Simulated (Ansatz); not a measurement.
A CCSD(T) single point on C$_{4}$H$_{12}$GaN (`CC[N](C)[GaH][CH3]`).

```yaml
crystal:
  periodic: [false, false, false]
  atoms:
    - {symbol: C, position_ang: [-1.279354, -1.510866, 0.814546]}
    - {symbol: C, position_ang: [-0.050192, -0.624010, 0.961355]}
    - {symbol: N, position_ang: [0.592381, -0.281746, -0.286826]}
    - {symbol: C, position_ang: [1.280119, -1.378172, -0.920394]}
    - {symbol: Ga, position_ang: [0.534347, 1.400469, -0.998728]}
    - {symbol: C, position_ang: [-0.443262, 2.775587, 0.006961]}
    - {symbol: H, position_ang: [-1.720325, -1.721613, 1.792423]}
    - {symbol: H, position_ang: [-2.034783, -1.019454, 0.195977]}
    - {symbol: H, position_ang: [-1.034708, -2.468600, 0.350372]}
    - {symbol: H, position_ang: [-0.341196, 0.299719, 1.471246]}
    - {symbol: H, position_ang: [0.674935, -1.124779, 1.622690]}
    - {symbol: H, position_ang: [0.603524, -2.187254, -1.226557]}
    - {symbol: H, position_ang: [2.031541, -1.820476, -0.249200]}
    - {symbol: H, position_ang: [1.798030, -1.031914, -1.817267]}
    - {symbol: H, position_ang: [1.298217, 1.561814, -2.356986]}
    - {symbol: H, position_ang: [-1.469679, 2.456176, 0.203011]}
    - {symbol: H, position_ang: [0.035262, 2.954187, 0.973644]}
    - {symbol: H, position_ang: [-0.474856, 3.720952, -0.536267]}
basis:
  gaussian: {orbitals: def2-SVP}
correlation: {method: ccsd_t}
```

```sh
$ ansatz run in.yaml --threads 2 --pin off --events-out ev --progress --plain --max-ram 32768MiB --backend cuda --devices 0, --max-vram 18GiB
```

The program prints (abridged):

```
Functional definition: HF
1671 factors; integrals over basis functions are off by at most 1.3e-3 eV
mean field evaluation 1: about -58112.4122 eV, gradient 4.0e1 eV
mean field evaluation 2: about -58112.4183 eV, gradient 4.0e1 eV
mean field evaluation 4: about -58116.7565 eV, gradient 5.4e0 eV
mean field evaluation 8: about -58116.8372 eV, gradient 2.1e-4 eV
mean field -58116.83722047 eV, -2135.7543748453 hartree, gradient 1.5e-6 eV, S^2 0.000000; 0 other end points of the search recorded, 0 dependent functions left out
14 core orbitals not correlated: weight in the atoms' cores, before any rotation towards them, 1.000 or more for the frozen orbitals, at most 0.000 for the correlated occupied ones
reference -58116.83722047 eV, -2135.7543748453 hartree; 23, 23 occupied and 125, 125 virtual orbitals, 1671 factors
second order -26.45473913 eV of doubles, -0.00000000 eV of singles
cycle   1  -27.16484967 eV  change   -7.1e-1 eV  update   1.3e-1
cycle   2  -27.96903667 eV  change   -8.0e-1 eV  update   3.8e-2
cycle   3  -28.14741683 eV  change   -1.8e-1 eV  update   2.2e-2
cycle   4  -28.13955023 eV  change    7.9e-3 eV  update   7.5e-3
cycle   5  -28.14049976 eV  change   -9.5e-4 eV  update   4.4e-3
cycle   6  -28.13918311 eV  change    1.3e-3 eV  update   1.4e-3
cycle   7  -28.13886006 eV  change    3.2e-4 eV  update   5.6e-4
cycle   8  -28.13885519 eV  change    4.9e-6 eV  update   1.1e-4
cycle   9  -28.13887348 eV  change   -1.8e-5 eV  update   3.7e-5
perturbative correction -0.88348984 eV, -0.0324676527 hartree
Total energy: -58145.85958379 eV, -2136.8209270250 hartree
```

Hardware: 2 threads of an AMD EPYC 7R13 on a shared host and a share of an NVIDIA H100 80 GB. Wall time 8.5 s, peak host memory 0.79 GiB.

Correlation energy per correlated electron: -0.631 eV. T1 diagnostic: 0.0133.
